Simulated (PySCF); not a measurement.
## Dipole moment and polarisability of `FC(F)OC1(OC(F)F)C=C1`

Species: C5H4F4O2.
Numbering: `[F:1][CH:2]([F:3])[O:4][C:5]1([O:6][CH:7]([F:8])[F:9])[CH:10]=[CH:11]1` (hydrogens: H12 on C2; H13 on C7; H14 on C10; H15 on C11)

Cartesian coordinates in Å at the PBE0-D3(BJ)/def2-SVP level; atoms count from 1:
```xyz
15
C5H4F4O2 angstrom
F      2.995    0.801    0.250
C      1.870    0.654   -0.444
F      1.798    1.661   -1.341
O      0.836    0.736    0.440
C     -0.401    0.321   -0.076
O     -0.402   -1.073   -0.232
C     -0.480   -1.771    0.937
F     -1.747   -1.758    1.402
F     -0.153   -3.032    0.667
C     -1.188    1.142   -0.990
C     -1.602    1.082    0.250
H      1.885   -0.301   -0.997
H      0.180   -1.365    1.724
H     -1.295    1.517   -2.004
H     -2.316    1.362    1.021
```

Level: wB97X-D/def2-SVPD (PySCF), static field, nuclei fixed, core orbitals frozen in the response. The polarisability tensor in these axes (au):

```
x   70.01 -2.33 -2.55
y   -2.33 65.95 -5.85
z   -2.55 -5.85 63.79
```

Question: Diagonalise the tensor; give its mean and Δα, where Δα² is half the sum of the squared differences of the eigenvalues.

Answer: Principal values 57.94, 70.73 and 71.09 au; mean 66.59 au = 9.87 Å³ = 10.98 × 10⁻⁴⁰ C²·m²/J; Δα = 12.98 au (19 % of the mean).

Question: What is the dipole moment, and where does it point?

Answer: (-1.58, 1.25, -0.42) D, 2.06 D in size, pointing from the negative to the positive side. Measured along this direction, the outermost atoms are F1 and F9 at the negative end and H15 and H14 at the positive end.

Question: Give the eigenvalues of the traceless quadrupole moment Θ = ½Σq(3rr − r²1), origin at the centre of nuclear charge.

Answer: -18.04, 7.30, 10.74 D·Å. The values depend on the origin, since the dipole doesn't vanish. The electronic extent ⟨r²⟩ about the same centre is 1764 bohr², a root-mean-square distance of 2.40 Å for the 86 electrons.

Question: Molar refractivity from α?

Answer: Lorentz–Lorenz: R = (4π/3)N_A α = 2.5225 cm³/(mol·Å³) × 9.87 Å³ = 24.9 cm³/mol, in the limit of long wavelengths.

Question: Sum over states: ᾱ = Σ f/ω², ω in Eh. What share falls to these 10 lowest TDDFT singlets (eV, f)? 6.51, 0.0044; 7.50, 0.0594; 7.73, 0.0001; 8.39, 0.0497; 9.07, 0.0335; 9.36, 0.0108; 9.41, 0.0007; 9.44, 0.0020; 9.59, 0.0131; 9.78, 0.0172.

Answer: They add up to 2.04 au, 3.1 % of the 66.59 au; the largest single term is 0.78 au, from the state at 7.50 eV. Terms in order: 0.08, 0.78, 0.00, 0.52, 0.30, 0.09, 0.01, 0.02, 0.11, 0.13 au. Higher excitations give the rest. The strengths listed sum to 0.191.

Question: Rayleigh depolarisation ratio (linearly polarised light, static tensor)?

Answer: ρ = 3Δα²/(45ᾱ² + 4Δα²) = 505.4/(199512 + 673.9) = 0.00252.

The structure is a single PBE0-D3(BJ)/def2-SVP conformer in the gas phase; no vibrational or solvent corrections.

These values come from a run that also computed excited states. Time: 1.7 min wall; peak memory 1.2 GiB. Hardware: an Arm Neoverse V2 with one thread, no GPU, shared host with 96 logical CPUs at a one-minute load of 43.

wB97X-D is run here without its empirical dispersion term; that term would change no orbital, density or response property at a fixed geometry.
